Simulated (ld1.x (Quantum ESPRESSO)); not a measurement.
**Before and after: TM potential for hydrogen (H)**

| Quantity | Value |
| --- | --- |
| Element | hydrogen |
| Generator | ld1.x (Quantum ESPRESSO) 7.5 |
| Type | norm-conserving Troullier–Martins (Kleinman–Bylander form) |
| Functional | BLYP |
| Relativity | scalar-relativistic |
| Frozen core | none |
| Valence charge | 1 |
| Reference configuration | 1s0.5 (charge +0.5) |
| Partial waves | 1s (bound): rc 1.10 bohr; 2p channel at 0.4 Ry: rc 0.95 bohr |
| Local potential | all-electron potential smoothed inside 0.90 bohr (lloc = -1) |
| Core correction | none |

Change: wave 1s (bound): rc 1.10 bohr becomes 1s (bound): rc 1.70 bohr.

Cutoffs: the cutoffs (Ry, on a coarse ladder) from which the occupation-weighted sum of valence levels, in a spherical-Bessel basis at the reference potential, stays within 10 and 1 mRy of its value at 400 Ry; they do not see the model core or the augmentation charge, which bear on the density cutoff. Errors are all-electron minus pseudo energies relative to the spin-unpolarised reference configuration.

Problem. How do hardness, ghosts and transferability respond?

Solution. The potential gets softer (21 Ry and 40 Ry → 12 Ry and 21 Ry); neither file shows a bound ghost. A larger radius leaves more room for a smooth pseudo-wave, so fewer plane waves are needed.

```json
{"quantity": "cutoff, loose", "base": "21 Ry", "changed": "12 Ry"}
{"quantity": "cutoff, tight", "base": "40 Ry", "changed": "21 Ry"}
{"quantity": "bound ghosts", "base": "none", "changed": "none"}
{"quantity": "error for 1s1, meV [ΔE -4.78 eV]", "base": "+11", "changed": "+17"}
```
